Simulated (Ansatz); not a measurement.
Ansatz (an electronic-structure program) job for C10H7FSSe, SMILES c1(cc(cs1)F)/C=C/c1[se]ccc1, PBE-D3(BJ)/def2-SVP. 

Ansatz 0.2 input:
```yaml
crystal:
  periodic: [false, false, false]
  atoms:
    - {symbol: F, position_ang: [-5.15663588, -0.50556898, 0.34315291]}
    - {symbol: C, position_ang: [-4.12874306, 0.25438167, -0.06678385]}
    - {symbol: C, position_ang: [-4.30188750, 1.45243211, -0.69032530]}
    - {symbol: S, position_ang: [-2.78640398, 2.15245498, -1.07519819]}
    - {symbol: C, position_ang: [-1.91596979, 0.80716584, -0.38403136]}
    - {symbol: C, position_ang: [-0.48834707, 0.82118624, -0.41174900]}
    - {symbol: C, position_ang: [0.30026112, -0.15562894, 0.08095769]}
    - {symbol: C, position_ang: [1.72916428, -0.14969076, 0.05441070]}
    - {symbol: C, position_ang: [2.58882233, 0.79829465, -0.44841188]}
    - {symbol: C, position_ang: [3.95693503, 0.49791705, -0.31841480]}
    - {symbol: C, position_ang: [4.22984237, -0.69036181, 0.28776129]}
    - {symbol: Se, position_ang: [2.69558617, -1.59613854, 0.78169885]}
    - {symbol: C, position_ang: [-2.78913175, -0.12811746, 0.11579415]}
    - {symbol: H, position_ang: [-5.21876220, 1.94675029, -0.93702752]}
    - {symbol: H, position_ang: [-0.04384098, 1.69320519, -0.86970641]}
    - {symbol: H, position_ang: [-0.15681393, -1.02476823, 0.53703735]}
    - {symbol: H, position_ang: [2.24379406, 1.70739374, -0.90964223]}
    - {symbol: H, position_ang: [4.73009820, 1.15935334, -0.67242161]}
    - {symbol: H, position_ang: [5.20399732, -1.10163125, 0.48163453]}
    - {symbol: H, position_ang: [-2.50189201, -1.04622335, 0.59191344]}
basis:
  gaussian:
    orbitals: def2-SVP
hamiltonian:
  xc: pbe
  dispersion: d3bj
relax: {f_tol: 0.004, max_steps: 200}
```

Output:

```
WARN ansatz: RAYON_NUM_THREADS=4 ignored (pool sized by the plan → 4); use --threads N
Functional definition: PBE
integrals: 0.32 GiB planned
2685 factors; their error is unknown
mean field: 1.44 GiB planned
mean field evaluation 1: about -89296.0197 eV, gradient 1.2e2 eV
mean field evaluation 2: about -89136.6864 eV, gradient 2.6e2 eV
mean field evaluation 4: about -89319.7924 eV, gradient 6.7e1 eV
mean field evaluation 8: about -89333.6116 eV, gradient 1.1e0 eV
mean field evaluation 16: about -89333.3855 eV, gradient 4.6e-2 eV
mean field -89333.38547743 eV, -3282.9413639521 hartree, gradient 3.3e-5 eV, S^2 0.000000; 0 other end points of the search recorded, 0 dependent functions left out
the calculation of the forces begins
reference -89333.38551959 eV, -3282.9413655015 hartree; 63, 63 occupied and 176, 176 virtual orbitals, 2685 factors
relax step   1: F+E_penalty+E_count = -89334.09748134 eV  Δ(F+E_penalty+E_count) = +0.000e0 eV  max|allowed force component| = 8.245e-1 eV/Å  Δτ_max = 0.0000 Å  (38 SCF iters, accepted)
these checks for a lower state are left out or cut short: starts, cluster_reference, orbital_swaps, neighbouring_geometries, increment
integrals: 0.32 GiB planned
2685 factors; their error is unknown
mean field: 1.43 GiB planned
mean field evaluation 32: about -89333.5442 eV, gradient 1.9e-5 eV
mean field -89333.54419020 eV, -3282.9471965389 hartree, gradient 1.9e-5 eV, S^2 0.000000; 0 other end points of the search recorded, 0 dependent functions left out
the calculation of the forces begins
reference -89333.54423298 eV, -3282.9471981108 hartree; 63, 63 occupied and 176, 176 virtual orbitals, 2685 factors
relax step   2: F+E_penalty+E_count = -89334.25113640 eV  Δ(F+E_penalty+E_count) = -1.537e-1 eV  max|allowed force component| = 3.052e-1 eV/Å  Δτ_max = 0.0726 Å  (35 SCF iters, accepted)
these checks for a lower state are left out or cut short: starts, cluster_reference, orbital_swaps, neighbouring_geometries, increment
integrals: 0.32 GiB planned
2685 factors; their error is unknown
mean field: 1.43 GiB planned
mean field -89333.55876537 eV, -3282.9477321664 hartree, gradient 2.0e-5 eV, S^2 0.000000; 0 other end points of the search recorded, 0 dependent functions left out
the calculation of the forces begins
reference -89333.55880836 eV, -3282.9477337462 hartree; 63, 63 occupied and 176, 176 virtual orbitals, 2685 factors
relax step   3: F+E_penalty+E_count = -89334.26442870 eV  Δ(F+E_penalty+E_count) = -1.329e-2 eV  max|allowed force component| = 6.609e-2 eV/Å  Δτ_max = 0.0239 Å  (35 SCF iters, accepted)
these checks for a lower state are left out or cut short: starts, cluster_reference, orbital_swaps, neighbouring_geometries, increment
integrals: 0.32 GiB planned
2685 factors; their error is unknown
mean field: 1.43 GiB planned
mean field -89333.55933238 eV, -3282.9477530037 hartree, gradient 1.9e-5 eV, S^2 0.000000; 0 other end points of the search recorded, 0 dependent functions left out
the calculation of the forces begins
reference -89333.55937538 eV, -3282.9477545840 hartree; 63, 63 occupied and 176, 176 virtual orbitals, 2685 factors
relax step   4: F+E_penalty+E_count = -89334.26479419 eV  Δ(F+E_penalty+E_count) = -3.655e-4 eV  max|allowed force component| = 2.414e-2 eV/Å  Δτ_max = 0.0048 Å  (37 SCF iters, accepted)
these checks for a lower state are left out or cut short: starts, cluster_reference, orbital_swaps, neighbouring_geometries, increment
integrals: 0.32 GiB planned
2685 factors; their error is unknown
mean field: 1.43 GiB planned
mean field -89333.55936640 eV, -3282.9477542539 hartree, gradient 2.0e-5 eV, S^2 0.000000; 0 other end points of the search recorded, 0 dependent functions left out
the calculation of the forces begins
reference -89333.55940940 eV, -3282.9477558340 hartree; 63, 63 occupied and 176, 176 virtual orbitals, 2685 factors
relax step   5: F+E_penalty+E_count = -89334.26487946 eV  Δ(F+E_penalty+E_count) = -8.527e-5 eV  max|allowed force component| = 2.340e-3 eV/Å  Δτ_max = 0.0044 Å  (36 SCF iters, accepted)
integrals: 0.32 GiB planned
2685 factors; their error is unknown
mean field: 1.43 GiB planned
mean field evaluation 64: about -89333.7860 eV, gradient 1.2e0 eV
mean field -89333.55936640 eV, -3282.9477542539 hartree, gradient 2.6e-5 eV, S^2 0.000000; 1 other end points of the search recorded, 0 dependent functions left out
the calculation of the forces begins
reference -89333.55940940 eV, -3282.9477558340 hartree; 63, 63 occupied and 176, 176 virtual orbitals, 2685 factors
Total energy: -89334.26492245 eV, -3282.9736829606 hartree
Atom 0 at    -5.216906    -0.508146     0.348269 Å, force    -0.001454    -0.000370     0.000049 eV/Å
Atom 1 at    -4.190665     0.249499    -0.061884 Å, force     0.000733    -0.000747     0.000406 eV/Å
Atom 2 at    -4.361890     1.470036    -0.695156 Å, force    -0.001376    -0.000974     0.000715 eV/Å
Atom 3 at    -2.825587     2.160926    -1.077917 Å, force     0.001367     0.001310    -0.000819 eV/Å
Atom 4 at    -1.948196     0.806345    -0.385505 Å, force     0.001183    -0.002340     0.000873 eV/Å
Atom 5 at    -0.505284     0.824561    -0.417259 Å, force     0.000970    -0.000531     0.000182 eV/Å
Atom 6 at     0.310730    -0.156542     0.078198 Å, force     0.000042     0.002083    -0.001021 eV/Å
Atom 7 at     1.754018    -0.141983     0.048245 Å, force    -0.001142     0.000321    -0.000424 eV/Å
Atom 8 at     2.639435     0.809862    -0.456401 Å, force     0.000065    -0.001290     0.000625 eV/Å
Atom 9 at     4.021610     0.498920    -0.318378 Å, force     0.002108     0.001429    -0.000845 eV/Å
Atom 10 at     4.294533    -0.707774     0.299017 Å, force     0.000357     0.000010    -0.000050 eV/Å
Atom 11 at     2.726485    -1.595092     0.781551 Å, force    -0.001679    -0.001315     0.000571 eV/Å
Atom 12 at    -2.839178    -0.141271     0.121484 Å, force     0.001096     0.000231    -0.000061 eV/Å
Atom 13 at    -5.302593     1.972764    -0.943042 Å, force    -0.000051     0.000727    -0.000057 eV/Å
Atom 14 at    -0.045128     1.711415    -0.884137 Å, force    -0.001345     0.001510    -0.000786 eV/Å
Atom 15 at    -0.160880    -1.039085     0.542123 Å, force    -0.001261    -0.000985     0.000722 eV/Å
Atom 16 at     2.288803     1.738706    -0.929284 Å, force    -0.001514    -0.000189     0.000248 eV/Å
Atom 17 at     4.819041     1.167236    -0.675500 Å, force     0.001504    -0.001052     0.000407 eV/Å
Atom 18 at     5.277115    -1.147444     0.509599 Å, force    -0.000142     0.001249    -0.000169 eV/Å
Atom 19 at    -2.545392    -1.080527     0.606624 Å, force     0.000538     0.000924    -0.000564 eV/Å
Dipole moment:     0.273098     0.079658    -0.045832 e Å
```

The run converged.
